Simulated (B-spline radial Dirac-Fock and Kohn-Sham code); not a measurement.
# Two-hole binding energies of Cl

System: atomic chlorine, 1s2 2s2 2p6 3s2 3p5.

The computed values come from a radial atomic solver: Dirac-Fock energy differences between relaxed states, corrected for Breit and QED terms. U is the two-hole binding energy less the two single-hole energies, the effective repulsion of the holes after relaxation. Each two-hole energy is an average over J within one jj subconfiguration.

```tsv
holes	E(a) (eV)	E(b) (eV)	E(ab) (eV)	U (eV)
1s⁻²	2831.2	2831.2	5889.5	227.1
1s⁻¹ 2p1/2⁻¹	2831.2	210.1	3096.7	55.4
2s⁻²	280.7	280.7	600.1	38.7
2s⁻¹ 2p1/2⁻¹	280.7	210.1	?	?
2p1/2⁻²	210.1	210.1	463.2	43.0
2p1/2⁻¹ 3s⁻¹	210.1	27.96	254.0	15.9
```

Problem. Give the missing two-hole energy and U.

Solution. E(ab) = 525.2 eV and U = 34.4 eV.
